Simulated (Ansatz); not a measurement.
## Energy profile

The step: Si₂NH₇ ([NH2][SiH2][SiH3]) + H₂O → Si₂H₆O ([OH][SiH2][SiH3]) + NH₃; bonds formed: Si1–O7, N2–H6; bonds broken: Si1–N2, H6–O7 (atoms numbered as in the saddle structure below).

Si1  (-0.651, -0.391, 0.322)
N2  (0.885, -0.689, 1.360)
H3  (-1.774, 0.174, 1.117)
H4  (-1.087, -1.847, 0.275)
Si5  (-0.302, 0.160, -1.917)
H6  (0.953, 0.499, 1.311)
O7  (0.355, 1.424, 0.616)
H8  (1.627, -1.191, 0.887)
H9  (0.708, -1.132, 2.253)
H10  (-0.903, -0.821, -2.867)
H11  (1.170, 0.170, -2.159)
H12  (-0.842, 1.509, -2.227)
H13  (-0.140, 2.135, 1.028)
(Å)

Electronic energies by CCSD(T) at an estimated basis limit (MP2 extrapolated from triple and quadruple zeta, plus CCSD(T) − MP2 in triple zeta), on PBE0-D4/def2-TZVP structures; Si$_{2}$NH$_{9}$O, closed shell; no counterpoise correction. Ansatz 0.2.0; basis: def2-TZVPP and def2-QZVPP; cores frozen in the correlated methods. Extrapolation: Hartree–Fock as exp(−7.88 √X), correlation as X^−2.97.

Task: Give the profile in kcal/mol, counted from the separated reactants. (To be estimated.)

Result: Computed:
| point | kcal/mol |
| --- | --- |
| separated: Si$_{2}$NH$_{7}$ (linked as [NH2][SiH2][SiH3]; Si1, N2, H3, H4, Si5, H8, H9, H10, H11, H12; singlet) + H$_{2}$O (H6, O7, H13; singlet) | 0.00 |
| start structure | -5.37 |
| saddle | 20.43 |
| end structure | -13.49 |
| separated: Si$_{2}$H$_{6}$O (linked as [OH][SiH2][SiH3]; Si1, H3, H4, Si5, O7, H10, H11, H12, H13; singlet) + NH$_{3}$ (N2, H6, H8, H9; singlet) | -9.30 |

The T1 diagnostic stays at or below 0.013.

The step is the kind of ligand exchange by which a precursor binds to a hydroxyl group, or is hydrolysed, in atomic layer deposition of oxides.

For scale, one of the runs: CCSD(T)/def2-TZVPP, 272 basis functions, launched by `ansatz run in.yaml --threads 8 --pin off --events-out ev --progress --plain --max-ram 19148MiB`. The run took 24 s on 8 CPU threads of an Intel Xeon 6975P-C (shared host), with 7.6 GiB of host memory at its peak.
